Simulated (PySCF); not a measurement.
C3H7ClO2Si.
Cartesian coordinates in Å at the PBE0-D3(BJ)/def2-SVP level; atoms count from 1:
```
atom  x, y, z in Å
Cl1    2.757    0.712    1.408
Si2    1.819   -0.230   -0.174
O3     0.923    0.879   -1.006
C4    -0.373    1.205   -0.534
C5    -1.188   -0.042   -0.219
C6    -0.526   -0.923    0.832
O7     0.764   -1.348    0.424
H8     2.828   -0.858   -1.041
H9    -0.290    1.843    0.367
H10   -0.867    1.805   -1.313
H11   -1.320   -0.628   -1.144
H12   -2.192    0.252    0.127
H13   -1.128   -1.826    1.016
H14   -0.451   -0.379    1.794
```

Method used: core-valence-separated Tamm–Dancoff BHandHLYP/aug-pcX-1 (pcseg-1 on H, def2-SVPD on Si, def2-SVPD on Cl) in PySCF, non-relativistic, gas phase, PBE0-D3(BJ)/def2-SVP geometry. Absolute energies from this functional tend to lie a few eV below measured edges; no shift was applied.

Question: Give energies, oscillator strengths and core holes at the C K edge.

Answer: 
```
E (eV)       f  core hole on          main final orbital
285.64  0.0188            C5                 LUMO (75 %)
286.25  0.0284            C5               LUMO+1 (41 %)
286.94  0.0033            C5               LUMO+2 (75 %)
287.01  0.0815         C4/C6    LUMO (2 roots, f summed)
287.34  0.0033            C5               LUMO+3 (35 %)
287.44  0.0413         C4/C6  spread (2 roots, f summed)
287.51  0.0001            C5               LUMO+4 (77 %)
287.62  0.0043            C5                      spread
287.70  0.0677         C4/C6  LUMO+1 (2 roots, f summed)
287.99  0.0063            C5               LUMO+5 (34 %)
288.24  0.0025            C5               LUMO+5 (36 %)
288.37  0.0046            C5               LUMO+7 (92 %)
```

The first line with a tenth or more of the strongest one's intensity is at 285.64 eV (f = 0.019), with the hole on C5 (ring CH2 carbon). The strongest listed is at 287.01 eV (f = 0.081, sum of 2; C4/C6).

Question: Give energies, oscillator strengths and core holes at the O K edge.

Answer: 
| E (eV) | f | core hole on | main final orbital |
| --- | --- | --- | --- |
| 533.23 | 0.0121 | O3/O7 | LUMO+4 (2 roots, f summed) |
| 534.02 | 0.0122 | O3/O7 | spread (2 roots, f summed) |
| 534.15 | 0.0180 | O3/O7 | spread (2 roots, f summed) |
| 534.53 | 0.0282 | O3/O7 | spread (2 roots, f summed) |
| 534.80 | 0.0698 | O3/O7 | spread (2 roots, f summed) |

The first line with a tenth or more of the strongest one's intensity is at 533.23 eV (f = 0.012, sum of 2), with the hole on O3/O7 (silyl ether oxygen). The strongest listed is at 534.80 eV (f = 0.070, sum of 2; O3/O7).

Roots within 0.03 eV whose holes lie on the same, on equivalent or on shared atoms are summed into one line, and the highest roots are left out, as the search may have cut off their partners. Final orbitals are the ground state's empty Kohn–Sham orbitals.

Question: What are the wavelength and the wavenumber of the 286.25 eV line?

Answer: λ = 12398.42 eV Å/286.25 eV = 43.313 Å; 2.3088 × 10⁶ cm⁻¹.

The list ends where the root search ended, not at a threshold.

One conformer stands for the species.
